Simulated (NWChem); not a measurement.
System: H₂S₂ cation, doublet; SMILES of the neutral closed-shell parent SS

Input file for NWChem:

```
start job
memory heap 200 mb stack 900 mb global 1100 mb
charge 1
geometry units angstroms noautoz
  S      0.069173    -1.001654     0.000000
  S     -0.069173     1.001654     0.000000
  H     -1.281392    -1.190535     0.000000
  H      1.281392     1.190535     0.000000
end
basis spherical
  * library def2-tzvp
end
dft
  odft
  mult 2
  xc revpbe cpbe96
  iterations 150
  mulliken
end
task dft energy
```

In the optimisation the excess spin sits in bg (C2h, its own frame). Structure relaxed at the PBE0/def2-SVP, spin-unrestricted level. This spin state was assumed; another may lie lower. No stability test was run on the SCF state.

What results follow from this input? (revPBE/def2-TZVP, spin-unrestricted.) Quantities: energy (Ha); highest occupied level (eV); lowest empty minus highest occupied level, either spin (eV); <S²>.


```yaml
energy (Ha): -797.15
highest occupied level (eV): -12.93
lowest empty minus highest occupied level, either spin (eV): 1.17
"<S²>": 0.753
```
